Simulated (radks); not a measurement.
Values are calculated unless marked as measured or tabulated.
All-electron atom: neutral titanium in [Ar] 3d2 4s2.

Code: a radial shooting solver on a logarithmic mesh with Libxc functionals. Model: scalar-relativistic Kohn-Sham, LDA (Slater exchange, VWN5 correlation), spin-polarised, spherical densities, point nucleus; open shells are filled with parallel spins first.

Energy parts (hartree):
| part | energy |
|---|---|
| total | -851.75856 |
| kinetic | 858.44002 |
| electron-nucleus | -2026.99211 |
| Hartree | 356.87542 |
| exchange-correlation | -40.08190 |

Orbitals (lengths in bohr, moments of r in powers of bohr):
orbital  occ.  eigenvalue (hartree)      <r>     <r^2>      <r^4>    <1/r>
1s down     1             -178.4481  0.06973  0.006538  0.0001100    21.76
1s up       1             -178.4480  0.06973  0.006538  0.0001100    21.76
2s up       1             -19.67893   0.3260    0.1257    0.02785    4.533
2s down     1             -19.65741   0.3258    0.1255    0.02775    4.536
2p up       3             -16.31437   0.2905    0.1042    0.02238    4.444
2p down     3             -16.29752   0.2902    0.1039    0.02227    4.447
3s up       1              -2.31047    1.009     1.176      2.255    1.398
3s down     1              -2.24947    1.010     1.178      2.269    1.396
3p up       3              -1.44757    1.087     1.396      3.451    1.266
3p down     3              -1.38749    1.090     1.403      3.505    1.264
3d up       2              -0.18389    1.580     3.363      32.47   0.8763
4s up       1              -0.17661    3.427     13.54      305.2   0.3815
4s down     1              -0.15793    3.578     14.79      367.1   0.3634
3d down     0              -0.13199    1.684     3.942      49.21   0.8454
4p up       0              -0.06012    4.674     25.68       1192   0.2773
4p down     0              -0.05169    4.950     28.82       1508   0.2597
5s up       0              -0.00267    14.27     258.4     167200  0.09674
5s down     0              -0.00181    16.01     334.1     306100  0.08829

The highest occupied level is 4s down at -4.298 eV. Spin moment in Bohr magnetons: 2.
